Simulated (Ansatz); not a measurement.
Kohn–Sham single points on C3H7FSi, SMILES `C=C([SiH3])CF`.

```yaml
crystal:
  periodic: [false, false, false]
  atoms:
    - {symbol: C, position_ang: [-1.025340, 0.461971, 1.117114]}
    - {symbol: C, position_ang: [-0.191458, 0.151083, 0.127308]}
    - {symbol: Si, position_ang: [0.918452, -1.346949, 0.268303]}
    - {symbol: C, position_ang: [-0.108559, 0.972309, -1.116860]}
    - {symbol: F, position_ang: [-0.972875, 2.046509, -1.101165]}
    - {symbol: H, position_ang: [-1.678434, 1.326751, 1.056970]}
    - {symbol: H, position_ang: [-1.081664, -0.137949, 2.018700]}
    - {symbol: H, position_ang: [0.648978, -2.305769, -0.838089]}
    - {symbol: H, position_ang: [0.663269, -2.002375, 1.574870]}
    - {symbol: H, position_ang: [2.350123, -0.950048, 0.174322]}
    - {symbol: H, position_ang: [-0.352163, 0.363699, -1.996328]}
    - {symbol: H, position_ang: [0.906571, 1.365568, -1.251244]}
basis:
  gaussian: {orbitals: def2-TZVPP}
hamiltonian: {xc: {name: B3LYP}, dispersion: d4}
output: {forces: true, orbitals: {seedname: orbitals}}
```

```sh
$ ansatz run in.yaml --threads 4 --pin off --events-out ev --progress --plain --max-ram 10444MiB
```

Output, abridged:

```
Functional definition: B3LYP
1400 factors; their error is unknown
mean field evaluation 1: about -13815.0381 eV, gradient 5.5e1 eV
mean field evaluation 2: about -13809.9711 eV, gradient 6.9e1 eV
mean field evaluation 4: about -13822.2301 eV, gradient 3.1e0 eV
mean field evaluation 8: about -13822.2554 eV, gradient 5.2e-1 eV
mean field evaluation 16: about -13822.2558 eV, gradient 3.9e-5 eV
mean field -13822.25578483 eV, -507.9585310310 hartree, gradient 3.9e-5 eV, S^2 0.000000; 0 other end points of the search recorded, 0 dependent functions left out
reference -13822.25606505 eV, -507.9585413289 hartree; 24, 24 occupied and 240, 240 virtual orbitals, 1400 factors
Total energy: -13822.64543603 eV, -507.9728504486 hartree
Atom 0 at    -1.025340     0.461971     1.117114 Å, force    -0.110213     0.051046     0.116616 eV/Å
Atom 1 at    -0.191458     0.151083     0.127308 Å, force     0.014808    -0.084287     0.088715 eV/Å
Atom 2 at     0.918452    -1.346949     0.268303 Å, force     0.102685    -0.136643     0.010550 eV/Å
Atom 3 at    -0.108559     0.972309    -1.116860 Å, force     0.301340    -0.254286    -0.168113 eV/Å
Atom 4 at    -0.972875     2.046509    -1.101165 Å, force    -0.253319     0.336289    -0.023975 eV/Å
Atom 5 at    -1.678434     1.326751     1.056970 Å, force     0.043993    -0.074619     0.026338 eV/Å
Atom 6 at    -1.081664    -0.137949     2.018700 Å, force    -0.010653     0.059718    -0.062307 eV/Å
Atom 7 at     0.648978    -2.305769    -0.838089 Å, force     0.017719     0.058870     0.069735 eV/Å
Atom 8 at     0.663269    -2.002375     1.574870 Å, force     0.023013     0.037837    -0.089165 eV/Å
Atom 9 at     2.350123    -0.950048     0.174322 Å, force    -0.088938    -0.026260     0.006024 eV/Å
Atom 10 at    -0.352163     0.363699    -1.996328 Å, force     0.018596     0.046993     0.035776 eV/Å
Atom 11 at     0.906571     1.365568    -1.251244 Å, force    -0.059032    -0.014657    -0.010193 eV/Å
Dipole moment:     0.131260    -0.176349     0.015232 e Å
```

Run time 4.6 s (4 threads of an Arm Neoverse V1 on a shared host); peak host memory 0.74 GiB.

With the line `hamiltonian: {xc: pbe, dispersion: d4}` (abridged; 2.6 s):

```
Functional definition: PBE
mean field evaluation 16: about -13810.1633 eV, gradient 5.9e-4 eV
mean field -13810.16327391 eV, -507.5141394514 hartree, gradient 1.9e-5 eV, S^2 0.000000
Total energy: -13810.40587845 eV, -507.5230550037 hartree
Atom 0 force    -0.240403     0.071938     0.308418 eV/Å
Atom 1 force     0.273971    -0.150730    -0.259600 eV/Å
Atom 2 force     0.016775    -0.008949    -0.016230 eV/Å
Atom 3 force     0.205149    -0.298224     0.053618 eV/Å
Atom 4 force    -0.425818     0.552407    -0.023205 eV/Å
Atom 5 force    -0.141195     0.181979    -0.006028 eV/Å
Atom 6 force    -0.021527    -0.114990     0.190912 eV/Å
Atom 7 force    -0.020647    -0.104956    -0.111292 eV/Å
Atom 8 force    -0.022359    -0.071161     0.133044 eV/Å
Atom 9 force     0.150839     0.031623    -0.009455 eV/Å
Atom 10 force    -0.027478    -0.156038    -0.212995 eV/Å
Atom 11 force     0.252695     0.067101    -0.047187 eV/Å
Dipole moment:     0.117234    -0.150674     0.004415 e Å
```

The same input with `hamiltonian: {xc: {name: B2PLYP}}` and no forces (abridged; 6 s):

```
Functional definition: B2PLYP
mean field evaluation 16: about -13805.9368 eV, gradient 1.9e-4 eV
mean field -13805.93684723 eV, -507.3588211356 hartree, gradient 2.2e-6 eV, S^2 0.000000
9 core orbitals not correlated: weight in the atoms' cores, before any rotation towards them, 1.000 or more for the frozen orbitals, at most 0.000 for the correlated occupied ones
second order -28.54329914 eV of doubles, -0.00000000 eV of singles
Total energy: -13813.64371425 eV, -507.6420432749 hartree
```

With the line `hamiltonian: {xc: pbe0, dispersion: d4}` and no forces (abridged; 3 s):

```
Functional definition: PBE0
mean field evaluation 16: about -13811.4405 eV, gradient 3.6e-5 eV
mean field -13811.44050091 eV, -507.5610766778 hartree, gradient 3.6e-5 eV, S^2 0.000000
Total energy: -13811.64482477 eV, -507.5685854411 hartree
```

B3LYP takes the VWN-RPA correlation (the form of Gaussian; ORCA's B3LYP/G).
